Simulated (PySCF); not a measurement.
**Excitation energy of P by level of theory**

P [Ne] 3s2 3p3 (4S) → P [Ne] 3s1 3p4 (4P), as a difference of total energies. Computed with PySCF 2.14 in aug-cc-pVTZ-DK, with scalar relativity by spin-free X2C-1e. Correlated levels: valence: [Ne] frozen. The calculations carry no spin-orbit coupling.

| method | excitation energy (eV) | error (eV) |
| --- | --- | --- |
| UHF | 7.977 | +0.582 |
| MP2 (valence) | 8.101 | +0.706 |
| SCS-MP2 (valence) | 8.128 | +0.733 |
| CCSD (valence) | 7.660 | +0.265 |
| CCSD(T) (valence) | 7.497 | +0.102 |

Reference: 7.395 eV (measured; NIST levels, between the centres of gravity of the two terms).

Errors of the correlated levels include the incompleteness of this basis and the frozen core.

The coupled-cluster amplitudes are large for the upper state (T1 above 0.03 or a double amplitude above 0.15), so a single reference is strained.
